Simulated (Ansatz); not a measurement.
A trace of molecular dynamics of CH2BFN (6 atoms, charge -1, multiplicity 1).

Computed with Ansatz 0.2.0, RKS LDA/def2-SVP.

| Item | Value |
| --- | --- |
| ensemble | NVE (velocity Verlet) |
| starting velocities drawn for | 500 K |
| seed | 614662 |

| time (fs) | T (K) | potential energy less start (eV) | conserved less start (meV/atom) |
| --- | --- | --- | --- |
| 0.0 | 500 | 0.000 | 0.00 |
| 12.0 | 284 | 0.134 | 3.70 |
| 24.0 | 253 | 0.185 | 9.58 |
| 36.0 | 302 | 0.197 | 15.73 |
| 48.0 | 222 | 0.248 | 17.40 |
| 60.0 | 213 | 0.210 | 10.24 |
| 72.0 | 222 | 0.162 | 2.96 |
| 84.0 | 291 | 0.119 | 1.85 |
| 96.0 | 362 | 0.080 | 1.49 |
| 108.0 | 269 | 0.173 | 8.93 |
| 120.0 | 294 | 0.164 | 9.52 |
| 132.0 | 372 | 0.108 | 6.92 |
| 144.0 | 119 | 0.256 | 9.81 |
| 156.0 | 180 | 0.239 | 12.34 |
| 168.0 | 161 | 0.279 | 17.35 |
| 180.0 | 105 | 0.312 | 17.89 |
| 192.0 | 194 | 0.214 | 9.25 |
| 204.0 | 146 | 0.239 | 9.31 |
| 216.0 | 260 | 0.191 | 11.15 |
| 228.0 | 312 | 0.161 | 10.66 |
| 240.0 | 238 | 0.217 | 13.67 |
| 252.0 | 290 | 0.157 | 8.04 |
| 264.0 | 279 | 0.144 | 4.93 |
| 276.0 | 162 | 0.225 | 8.36 |
| 288.0 | 310 | 0.151 | 8.72 |
| 300.0 | 258 | 0.199 | 12.24 |

Question: Is this trajectory sound?

Answer: The conserved energy wandered by up to 23.2 meV per atom (net 12.2 meV per atom), which is poor conservation. The temperature averaged 0.53 of the 500 K drawn at the start: a run that starts near a minimum puts about half its kinetic energy into the potential. A step of 3 fs is long for free X–H stretches (periods near 10 fs) and can bias their spread and the temperature. A run of 0.3 ps of so small a system gives no equilibrium averages. Limits of this set-up: an anion without diffuse functions, the dipole of an ion depends on the origin. The time step was 3 fs.

Run time: 85 s on 1 CPU thread of a shared host.
